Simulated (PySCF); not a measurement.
Does the structure fit the spectrum?

A compound C$_{6}$H$_{13}$N$_{3}$Si gives the data below (simulated from a calculation) and was assigned the structure `CCc1cnn([SiH](C)C)n1`.

13C{1H} NMR (computed): δ 175.1 (C), 154.0 (CH), 26.7 (CH2), 18.3 (CH3), -0.7 (CH3, 2C).

1H NMR (300 MHz, computed): δ 7.95 (s, 1H), 5.32 (sept, 1H), 2.92 (q, 2H), 1.33 (t, 3H), 0.50 (d, 6H).

Level of theory: GFN2-xTB structure, shielding tensors at PBE0/pcSseg-1 (GIAO), in PySCF (non-relativistic, rapidly exchanging positions averaged, one conformer, no solvent model).

Referencing at the same level of theory: TMS for 1H, 13C.

Problem. Compare with the shifts computed for the proposed structure, pairing carbons in order of shift.

Solution. Atoms are numbered as in `[CH3:1][CH2:2][c:3]1[cH:4][n:5][n:6]([SiH:7]([CH3:8])[CH3:9])[n:10]1`. Each H is labelled by its parent atom.

```json
{"atom": "C3", "computed for proposal": "157.9", "given list": "175.1", "difference": "-17.2"}
{"atom": "C4", "computed for proposal": "139.9", "given list": "154.0", "difference": "-14.1"}
{"atom": "C2", "computed for proposal": "23.8", "given list": "26.7", "difference": "-2.9"}
{"atom": "C1", "computed for proposal": "20.1", "given list": "18.3", "difference": "+1.8"}
{"atom": "C8", "computed for proposal": "-1.1", "given list": "-0.7", "difference": "-0.4"}
{"atom": "C9", "computed for proposal": "-1.1", "given list": "-0.7", "difference": "-0.4"}
```

The rms difference is 9.2 ppm and the largest -17.2 ppm at C3 (substituted aromatic carbon next to a ring nitrogen). The proposal doesn't fit.

Problem. Which isomer fits?

Solution. `C[SiH](n1cnc(CC)n1)C`.

1. Carbon types of the structure: 1 × C, 1 × CH, 1 × CH2, 3 × CH3, leaving 1 H on heteroatoms.
2. δC 175.1: substituted aromatic carbon next to a ring nitrogen.
3. δC 154.0: aromatic CH between two ring heteroatoms.
4. δC 26.7: sp3 CH2 on an aromatic ring; aliphatic region, no heteroatom directly attached.
5. δH 2.92: hydrogen on an sp3 CH2 on an aromatic ring; benzylic-type position, deshielded by the ring.

Other isomers checked: Cc1ncnn1[Si](C)(C)C (rms 10.1 ppm); Cc1nnc([Si](C)(C)C)[nH]1 (rms 12.2 ppm).

This is the structure that produced the data.

Shifts are as computed. Against solution values, carbons near 30 ppm lie about +3 ppm off and those near 130 ppm about +5 ppm. Of 1211 compounds with measured shifts, 218 miss one by over three times the rms of a fit or turn the order of signals round; such compounds aren't used in these exercises. Multiplicities follow the n + 1 count of equivalent neighbours, as no J values were calculated; m marks all less simple cases, F and P coupling included.
